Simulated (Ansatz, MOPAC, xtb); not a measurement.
Pair of molecules: H2O (SMILES O) (first 3 atoms) with CH3F (SMILES CF); geometry from B3LYP-D3(BJ)/def2-TZVP.
(charge 0, multiplicity 1):
```tsv
atom	x (Å)	y (Å)	z (Å)
O	-0.1214	-0.0633	0.5828
H	0.0078	0.6366	-0.0644
H	-0.4799	0.3723	1.3672
C	0.4579	-0.3004	3.8082
F	-0.4778	0.6387	3.3495
H	-0.0737	-1.0533	4.3888
H	0.9402	-0.7493	2.9415
H	1.1838	0.2215	4.4308
```

Counterpoise-corrected where a basis set is named; no monomer relaxation.

The state reached by PM6 isn't checked.

Codes used: Ansatz (Gaussian basis) for Hartree–Fock, density functionals and correlated methods; MOPAC for PM6 (differences of heats of formation); xtb for the GFN methods. Each number belongs to the level named beside it.

One of these levels gives -3.28 kcal/mol for the interaction energy. Which?
A. BHLYP/def2-TZVPPD
B. PM6
C. GFN1-xTB

C, GFN1-xTB. The others give 0.69 (PM6), -3.62 (BHLYP/def2-TZVPPD)

Ansatz is a program for electronic structure.
